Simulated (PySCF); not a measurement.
# Bi(III) with more and more OH

Computed with PySCF 2.14.0, PBE0, def2-SVP on the ligands, density fitting, scalar-relativistic core potentials, no spin-orbit coupling, vacuum. The metal has def2-SVP with ECP60. Each complex is relaxed within the symmetry of its template. Distances are means of the shortest metal–ligand contacts, charges and spins Mulliken's; removal energies are rigid, with the ligand's formal charge and no counterpoise, so too large; for an anion taken off a cation in vacuum most of it is the attraction of opposite charges, and multiply charged cations can part far more cheaply with an electron moved from ligand to metal.

Problem. Order these by the metal–ligand distance, lowest first.
A. Bi(OH)3
B. [Bi(OH)4]−
C. [Bi(OH)2]+

Solution. C (2.015), A (2.087), B (2.182).

Problem. What else do they give?

Solution. 
| complex | point group | M–OH (Å) | charge on M (e) | dipole (D) | HOMO–LUMO gap (eV) | removal of one OH (eV) | strongest infrared band, degenerate modes summed (cm⁻¹) | unstable modes (below −25 cm⁻¹) |
| --- | --- | --- | --- | --- | --- | --- | --- | --- |
| [Bi(OH)2]+ | C2v | 2.015 | 1.36 | – | 5.17 | 18.57 | 3806 | 0 |
| Bi(OH)3 | C3 | 2.087 | 1.09 | 0.88 | 7.13 | 11.30 | 565 | 0 |
| [Bi(OH)4]− | C2 | 2.182 | 0.89 | – | 6.63 | 4.83 | 800 | 0 |

The more ligands, the longer each bond and the weaker the last ligand is held.

Moved off a saddle point of the template and relaxed again: Bi(OH)3, [Bi(OH)4]−. One start shape was tried for each, so a minimum needn't be the lowest isomer.
